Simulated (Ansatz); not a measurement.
`[Cl][GaH2]` + `C=N` → `C=[N][GaH2]` + HCl  (ligand exchange at a Ga–Cl bond)

Calculated with Ansatz (gas phase, PBE0-D4/def2-TZVP geometries, no zero-point term in ΔE). CCSD(T)/CBS adds triple-zeta CCSD(T) − MP2 to the extrapolated MP2 energy (def2 sets, frozen cores). This one scheme is used for every species. DFT in def2-TZVPP. B3LYP here is the variant with VWN-RPA as its local correlation; programs differ in this. For Ga outer-core shells are correlated without core-valence functions, which leaves a few kJ/mol of doubt a bond. Scalar relativity is left out up to krypton.

(1) Is it downhill or uphill in electronic energy at CCSD(T)/CBS, and by how much? (An estimate is asked.)

(2) What do these levels give: PBE-D4, B97M-V, PBE0-D4, B3LYP-D4, r2SCANh-D4, B2PLYP, r2SCAN, LC-ωPBE, CCSD(T)/def2-SVP, MP2/def2-TZVPP, SCS-MP2/def2-TZVPP, CCSD/CBS(def2)? (An estimate is asked.)

Largest T1 diagnostic among the species: 0.017.

## Answers

(1) The calculation gave: Uphill: ΔE = +99.6 kJ/mol.

(2) The calculation gave: PBE-D4 93.3, B97M-V 101.6, PBE0-D4 101.9, B3LYP-D4 97.6, r2SCANh-D4 100.7, B2PLYP 99.6, r2SCAN 98.6, LC-ωPBE 101.2, CCSD(T)/def2-SVP 97.4, MP2/def2-TZVPP 98.1, SCS-MP2/def2-TZVPP 100.3, CCSD/CBS(def2) 102.7 kJ/mol.

In def2-TZVPP, CCSD(T) changes the Hartree–Fock value by −23.3 kJ/mol (the triples alone add −3.1 kJ/mol) and MP2 by −24.0 kJ/mol. From BLYP to BHLYP (50 % exact exchange), in def2-TZVPP and without D4, ΔE moves by +14.4 kJ/mol.
